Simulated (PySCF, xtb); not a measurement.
Ge(F)2(Br)(Me) (CH₃BrF₂Ge), SMILES [CH3][Ge]([F])([F])[Br].

Harmonic wavenumbers (cm⁻¹) from GFN2-xTB in xtb 6.7.1 at its own minimum, in rising order: 38, 98, 122, 133, 160, 180, 284, 449, 465, 554, 791, 795, 1284, 1407, 1409, 3024, 3034, 3036.

Q: What does TPSSh-D3(BJ)/def2-SVP (PySCF) give at its own minimum? (Estimate from the structure and the level; the computed values follow.)

A: 77, 129, 151, 176, 208, 240, 323, 614, 721, 734, 812, 817, 1267, 1442, 1446, 3057, 3173, 3176. Paired by order, the mean absolute difference is 74 cm⁻¹ and the zero-point energies are 24.7 and 26.5 kcal/mol.
